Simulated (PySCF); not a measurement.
## [BiSe2]-: from structure and modes to constants

These are results of PBE0 in PySCF with Bi def2-TZVPD with ECP60, Se def2-TZVPD; scalar-relativistic core potentials, no spin–orbit coupling; density-fitted integrals, not measurements.

The singlet minimum has C2v symmetry. Masses (u): Bi 208.98038, Se 79.91652.

```xyz
3
charge -1 multiplicity 1, angstrom
Bi    0.6046    0.0000    0.0000
Se   -0.7905   -2.0808    0.0000
Se   -0.7905    2.0808    0.0000
```

Harmonic wavenumbers (cm⁻¹): 81.8 (a1, ×1), 249.8 (a1, ×1), 251.0 (b2, ×1).

**Question.** Find the principal moments of inertia and the rotational constants. What kind of rotor is it?

**Answer.** About the centre of mass I = 176.27, 692.02, 868.29 u Å². With B = 16.8576/I this gives 0.09563, 0.02436, 0.01941 cm⁻¹. The molecule is an asymmetric top with κ = -0.87.

**Question.** What is the harmonic zero-point energy?

**Answer.** Half the sum of all 3 wavenumbers, 583/2 = 291 cm⁻¹, which is 3.5 kJ/mol (1 cm⁻¹ = 0.0119627 kJ/mol).

Only a few start shapes were tried, so a lower isomer may exist. The lowest empty level of this anion is unbound, so it and the gap depend on the basis. Spin–orbit coupling, left out here, can matter for elements this heavy.
